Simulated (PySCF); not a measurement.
**Adding and removing an electron: NaBi**

ROHF-CCSD; Na aug-cc-pVDZ, Bi aug-cc-pVDZ-PP with ECP60; scalar-relativistic core potentials (PySCF 2.14). Neutral (ROHF): triplet (π ↑↑), Re = 3.060 Å, ωe = 179 cm⁻¹, De = 0.84 eV.

NaBi⁺ (UHF): quartet (σ ↑, π ↑↑), Re = 3.483 Å, ωe = 94.7 cm⁻¹. The energies at the minima are -375.55497 hartree for NaBi and -375.35371 for NaBi⁺.

**Question.** Work out the adiabatic ionisation energy, without and with harmonic zero-point energies (1 hartree = 27.2114 eV, 1 eV = 8065.5 cm⁻¹), and the change of the bond length.

**Answer.** At CCSD: 0.20126 hartree = 5.477 eV between the minima; the zero-point term (94.7 − 179.0)/2 cm⁻¹ = -0.005 eV makes it 5.471 eV. Re changes by +42.3 pm against the neutral. The electron leaves a σ orbital, and the ion is left as a loose complex of an ion and an atom.

Correlated steps freeze 5 core orbitals. UHF and ROHF references stand side by side, which adds small steps between rows. Correlated levels converge slowly with the basis: in double zeta they bind strong bonds too weakly, by up to about 1 eV, and carry superposition errors of some tenths. These are scalar-relativistic numbers at best; spin–orbit coupling would shift them, the dissociation energy most. States were picked by a PBE0 search and need not be the measured ground states.

Neutral and ion stand on different kinds of reference determinant, which adds to the error of the difference.
